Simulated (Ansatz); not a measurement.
The cluster Si₉H₁₅, relaxed as a doublet with UKS r2SCAN-D4/def2-SVP in Ansatz, starting from the GFN2-xTB geometry. Force threshold 0.03 eV/Å.

Another isomer (doublet) lies 2.42 eV lower at PBE0-D4/def2-TZVP; other spin states weren't run for this one.

Start:

Cartesian coordinates in Å:
```
Si -0.2975 0.1085 -2.6725
Si 0.4234 2.6577 -0.5849
Si 1.0749 -2.8902 -1.0025
Si -1.5550 1.4331 -1.0766
Si 0.1771 -0.0908 3.7878
Si -2.3959 0.1363 0.6399
Si -0.8263 -0.9606 1.8983
Si 1.6296 1.3169 -2.0582
Si -0.0641 -2.1988 -2.7918
H 1.1739 0.9205 3.4202
H 0.7555 2.4642 0.8395
H -1.2710 -2.3401 2.1755
H 2.4718 -2.4359 -0.9314
H 2.4491 2.0095 -3.0565
H -3.3177 0.8619 1.5520
H -1.4502 -2.7096 -2.5172
H 0.8529 -1.0133 4.7083
H -2.6800 2.2134 -1.6409
H -0.7134 0.5194 -4.0390
H 0.4178 4.1177 -0.7354
H -0.8460 0.5965 4.5842
H 2.6067 0.4748 -1.3488
H 0.2581 -1.1974 0.8792
H 1.1265 -3.9935 -0.0291
```

| step | energy (eV) | largest force component (eV/Å) | SCF passes |
| --- | --- | --- | --- |
| 1 | -71111.6936 | 0.731 | 25 |
| 2 | -71112.1963 | 0.391 | 31 |
| 3 | -71112.2664 | 0.212 | 30 |
| 4 | -71112.2946 | 0.147 | 29 |
| 5 | -71112.3086 | 0.141 | 25 |
| 6 | -71112.3202 | 0.102 | 25 |
| 7 | -71112.3239 | 0.063 | 25 |
| 8 | -71112.3296 | 0.116 | 29 |
| 9 | -71112.3361 | 0.087 | 25 |
| 10 | -71112.3395 | 0.108 | 25 |
| 11 | -71112.3428 | 0.120 | 26 |
| 13 | -71112.3547 | 0.231 | 30 |
| 15 | -71112.3759 | 0.152 | 30 |
| 17 | -71112.3925 | 0.156 | 30 |
| 19 | -71112.4081 | 0.066 | 31 |
| 21 | -71112.4159 | 0.108 | 31 |
| 23 | -71112.4228 | 0.119 | 30 |
| 25 | -71112.4292 | 0.112 | 30 |
| 27 | -71112.4365 | 0.053 | 30 |
| 29 | -71112.4387 | 0.032 | 31 |
| 31 | -71112.4399 | 0.023 | 28 |

Force components are those of the run's own axes.

End:

```xyz
24

Si   -0.2583    0.2978   -2.7099
Si    0.5075    2.6108   -0.4567
Si    0.6645   -3.1470   -1.2859
Si   -1.4783    1.4130   -0.9907
Si   -0.0862    0.2696    3.8826
Si   -1.9955   -0.1905    0.6192
Si   -0.1319   -0.8939    1.8386
Si    1.7710    1.0758   -1.7529
Si   -0.5458   -2.0046   -2.6738
H    -0.0672    1.7398    3.6202
H     0.8520    2.7835    0.9909
H    -0.1560   -2.3697    2.0977
H     2.0490   -2.7154   -0.9445
H     2.7447    1.6863   -2.7119
H    -3.1067    0.2454    1.5334
H    -1.9241   -2.5349   -2.9166
H     1.1176   -0.0890    4.6963
H    -2.6874    2.2080   -1.3804
H    -0.4925    0.8723   -4.0756
H     0.5174    3.9549   -1.1217
H    -1.3123   -0.0602    4.6708
H     2.4743    0.0284   -0.9503
H     1.1124   -0.5811    1.0663
H     0.4317   -4.5993   -1.0451
```

By distances, no bond broke or formed. The bond that changes most is Si3–Si9, from 2.23 to 2.17 Å (atoms count from 1).

No frequencies were taken in this run, so the end may be a saddle point.

Hardware: 6 threads of Intel Xeon on a shared host. Wall time 8.9 min, peak host memory 0.61 GiB.
